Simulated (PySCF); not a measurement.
Compound: C6H10O.
SMILES with atom numbers: `[CH3:1][CH2:2][C@H:3]1[CH2:4][CH:5]=[CH:6][O:7]1` (hydrogens: H8, H9, H10 on C1; H11, H12 on C2; H13 on C3; H14, H15 on C4; H16 on C5; H17 on C6)

The same species was optimised twice, with GFN2-xTB and with PBE0-D3(BJ)/def2-SVP (PySCF), and the same property calculations (PySCF, gas phase) were run on both structures.

```csv
coordinate,GFN2-xTB,PBE0-D3(BJ)/def2-SVP,change
C2–C3 (Å),1.531,1.518,-0.013
C5=C6 (Å),1.324,1.335,+0.011
C3–O7 (Å),1.436,1.444,+0.008
C6–O7 (Å),1.357,1.350,-0.007
C1–C2 (Å),1.523,1.519,-0.004
C3–C4 (Å),1.545,1.547,+0.002
C4–C5 (Å),1.503,1.503,0.000
C1–C2–C3 (°),111.8,113.5,+1.7
C2–C3–C4 (°),112.7,113.8,+1.1
C2–C3–O7 (°),109.6,108.8,-0.8
C4–C5–C6 (°),108.8,108.2,-0.6
C5–C6–O7 (°),115.0,115.4,+0.4
C3–C4–C5 (°),101.7,102.0,+0.3
C3–O7–C6 (°),107.9,107.7,-0.2
C4–C3–O7 (°),106.5,106.3,-0.2
C1–C2–C3–C4 (°),179,-178,+3
```

Rotational constants: A = 5858, B = 1972, C = 1630 MHz (GFN2-xTB) against A = 5775, B = 1981, C = 1636 MHz (PBE0-D3(BJ)/def2-SVP). Point groups within 0.08 Å: C1 and C1.

On the GFN2-xTB structure: lowest singlet, TDDFT (eV) 5.98 [CAM-B3LYP/def2-SVPD]; isotropic polarisability (au) 71.8 [CAM-B3LYP/def2-SVPD]; HOMO (eV) -7.47 [CAM-B3LYP/def2-SVPD]; LUMO (eV) 1.41 [CAM-B3LYP/def2-SVPD]; dipole (D) 1.18 [CAM-B3LYP/def2-SVPD].

Problem. What do these properties become on the PBE0-D3(BJ)/def2-SVP structure?

Solution. 
```
                                    property                level  on GFN2-xTB  on PBE0-D3(BJ)/def2-SVP  change
                  lowest singlet, TDDFT (eV)  CAM-B3LYP/def2-SVPD         5.98                     5.92   -0.06
               isotropic polarisability (au)  CAM-B3LYP/def2-SVPD         71.8                     73.0    +1.2
                                   HOMO (eV)  CAM-B3LYP/def2-SVPD        -7.47                    -7.42   +0.05
                                   LUMO (eV)  CAM-B3LYP/def2-SVPD         1.41                     1.39   -0.02
                                  dipole (D)  CAM-B3LYP/def2-SVPD         1.18                     1.14   -0.04
energy, GFN2-xTB geometry as zero (kcal/mol)  CAM-B3LYP/def2-SVPD          0.0                     -0.7    -0.7
```

The heavy atoms differ by 0.027 Å rms after alignment. Among bonds between heavy atoms C2–C3 changes most (-0.013 Å). Changes are differences of the printed values. Neither structure is proved a minimum here.

The values belong to the conformer `[CH3:1][CH2:2][C@H:3]1[CH2:4][CH:5]=[CH:6][O:7]1`: C1–C2–C3–C4 -178°.
